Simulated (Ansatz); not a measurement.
Consider the atomization: `[Cl][In]1[CH2][Se]1` → C• + Cl• + 2 H• + In• + Se•.

Computed with Ansatz on PBE0-D4/def2-TZVP structures; ΔE is electronic, products minus reactants. CCSD(T)/CBS adds triple-zeta CCSD(T) − MP2 to the extrapolated MP2 energy (def2 sets, frozen cores). This one scheme is used for every species, atoms too. For atomizations the MP2-based limit and the directly extrapolated one differ by several kJ/mol either way, and by 10 to 25 for some Ge, Se and Sn compounds, so smaller differences from it don't rank the levels. Functionals use def2-TZVPP. B3LYP here is the variant with VWN-RPA as its local correlation; programs differ in this. HSE06 is defined as in plane-wave codes. No spin–orbit coupling; open shells (•) take unrestricted orbitals. Spin–orbit coupling would lower the free atoms: a little for C, Cl; clearly for Se; strongly for In. Elements past krypton have def2 core potentials. For In, Se outer-core shells are correlated without core-valence functions, so the limit isn't a true one: a few kJ/mol of doubt a bond, and 10 to 20 or more in all where bonds break to atoms. Scalar relativity is left out up to krypton.

`[Cl][In]1[CH2][Se]1`:

Z-matrix (Å, degrees):
```
C
In 1 2.100
Se 1 2.049 2 73.7
H 1 1.084 2 118.4 3 107.8
H 1 1.084 2 118.4 3 -107.8
Cl 2 2.278 1 166.3 3 -179.9
```

| level | ΔE (eV) | difference from CCSD(T)/CBS |
| --- | --- | --- |
| LDA (SPW92) | 21.03 | 3.02 |
| PBE-D4 | 18.32 | 0.31 |
| revPBE-D4 | 17.66 | -0.35 |
| BLYP-D4 | 17.42 | -0.59 |
| r2SCAN-D4 | 17.99 | -0.02 |
| B97M-V | 17.93 | -0.08 |
| PBE0-D4 | 17.92 | -0.09 |
| B3LYP-D4 | 17.42 | -0.59 |
| r2SCANh-D4 | 17.82 | -0.19 |
| r2SCAN0-D4 | 17.59 | -0.42 |
| HSE06-D4 | 17.94 | -0.07 |
| BHLYP-D4 | 16.86 | -1.15 |
| ωB97X-V | 17.87 | -0.14 |
| ωB97M-V | 17.74 | -0.27 |
| B2PLYP | 17.39 | -0.62 |
| PBE-QIDH | 17.86 | -0.15 |
| PBE | 18.16 | 0.15 |
| revPBE | 17.27 | -0.74 |
| BLYP | 17.07 | -0.94 |
| r2SCAN | 17.96 | -0.05 |
| PBE0 | 17.78 | -0.23 |
| B3LYP | 17.15 | -0.86 |
| r2SCANh | 17.78 | -0.23 |
| BHLYP | 16.59 | -1.42 |
| CAM-B3LYP | 17.30 | -0.71 |
| LC-ωPBE | 17.58 | -0.43 |
| HF/def2-SVP | 11.68 | -6.33 |
| MP2/def2-SVP | 16.79 | -1.22 |
| CCSD/def2-SVP | 15.93 | -2.08 |
| CCSD(T)/def2-SVP | 16.30 | -1.71 |
| HF/def2-TZVPP | 11.84 | -6.17 |
| MP2/def2-TZVPP | 17.83 | -0.18 |
| SCS-MP2/def2-TZVPP | 17.42 | -0.59 |
| CCSD/def2-TZVPP | 16.81 | -1.20 |
| CCSD(T)/def2-TZVPP | 17.34 | -0.67 |
| HF/def2-QZVPP | 11.85 | -6.16 |
| MP2/def2-QZVPP | 18.23 | 0.22 |
| SCS-MP2/def2-QZVPP | 17.84 | -0.17 |
| HF/CBS(def2) | 11.86 | -6.15 |
| CCSD/CBS(def2) | 17.49 | -0.52 |
| CCSD(T)/CBS | 18.01 | 0 |

Largest T1 diagnostic among the species: 0.015.

From r2SCAN to r2SCAN0 (25 % exact exchange), in def2-TZVPP and without D4, ΔE moves by −0.42 eV: exact exchange takes away binding that semilocal exchange gives to molecules. In def2-TZVPP, CCSD(T) changes the Hartree–Fock value by +5.50 eV (the triples alone add +0.53 eV) and MP2 by +5.99 eV; breaking electron pairs costs correlation energy, which Hartree–Fock lacks. Leaving LDA and LC-ωPBE aside and taking each functional with its dispersion term where it has one, the values spread over 1.46 eV, from BHLYP-D4 to PBE-D4. LDA lies +2.87 eV from PBE without D4, its usual overbinding.
